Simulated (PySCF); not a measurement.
C5H5, charge +1, multiplicity 1. Atoms are numbered in the order given.

```xyz
10

C      0.0000     0.0000     1.1581
C      0.0000    -1.1997     0.3503
C      0.0000    -0.7813    -0.9325
C      0.0000     0.7813    -0.9325
C      0.0000     1.1997     0.3503
H      0.0000     0.0000     2.2563
H      0.0000    -2.2204     0.7302
H      0.0000    -1.3915    -1.8394
H      0.0000     1.3915    -1.8394
H      0.0000     2.2204     0.7302
```
Charge +1, spin multiplicity 1.

Geometry: PBE0-D3(BJ)/def2-SVP. The multiplicity is an assumed one; other spin states were not compared. The isomer is the one that the SMILES or the coordinates give; other isomers of the formula were not compared.

Calculation: PBE0-D3(BJ)/def2-SVP (PySCF).

Frequencies are harmonic and unscaled.

Computed normal modes with their intensities:
```csv
mode,ν (cm⁻¹),IR (km/mol),Raman (Å⁴/amu),depolarisation,moving atoms (share of kinetic energy)
1,244,25.1,0.0,–,"C 51 %, H 49 %"
2,331,0.0,0.1,0.75,"C 57 %, H 43 %"
3,475,245.9,22.8,0.75,C 96 %
4,697,74.8,0.0,–,"H 85 %, C 15 %"
5,797,0.0,0.4,0.75,"H 74 %, C 26 %"
6,817,3.6,0.5,0.65,"C 88 %, H 12 %"
7,873,6.3,4.8,0.17,"C 62 %, H 38 %"
8,968,9.9,0.3,0.75,"H 74 %, C 26 %"
9,980,123.4,7.0,0.75,"H 54 %, C 46 %"
10,1001,0.0,0.0,–,"H 61 %, C 39 %"
11,1061,7.4,0.4,0.75,"H 60 %, C 40 %"
12,1062,3.8,19.6,0.16,"C 51 %, H 49 %"
13,1097,5.3,0.5,0.75,"H 87 %, C 13 %"
14,1141,0.1,30.9,0.19,"H 61 %, C 39 %"
15,1285,27.4,21.2,0.75,"H 69 %, C 31 %"
16,1290,73.1,28.3,0.75,"H 54 %, C 46 %"
17,1350,124.9,2.1,0.22,"H 54 %, C 46 %"
18,1608,25.6,18.8,0.75,"C 81 %, H 19 %"
19,1652,86.1,30.0,0.08,C 94 %
20,3213,9.0,85.0,0.39,"H 91 %, C 9 %"
21,3253,3.0,79.6,0.75,"H 91 %, C 9 %"
22,3258,34.9,52.9,0.22,"H 91 %, C 9 %"
23,3287,66.7,9.5,0.75,"H 90 %, C 10 %"
24,3290,2.1,180.9,0.14,"H 90 %, C 10 %"
```
